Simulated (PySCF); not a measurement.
BeCl, SMILES [Be+][Cl], charge +1. Coordinates come from a B3LYP-D3(BJ)/def2-TZVPD optimisation. The spin state was assumed, not searched.

Level of theory: B3LYP-D3(BJ)/def2-TZVPD run with PySCF.

Harmonic wavenumbers (cm⁻¹): 998. Rotational constants (GHz): 23.63 (linear); symmetry number 1.

Task: Work out the zero-point energy and the ideal-gas rigid-rotor harmonic-oscillator thermochemistry at 298.15 K and 1 atm.

Result: ZPE = ½ Σ hcν = ½ × 998 cm⁻¹ = 1.43 kcal/mol. H − E(el) = 3.52 kcal/mol. Entropy in cal/(mol K): translation 37.30, rotation 13.06, vibration 0.09, total 50.46. G − E(el) = -11.52 kcal/mol. Cp = 7.33 cal/(mol K).
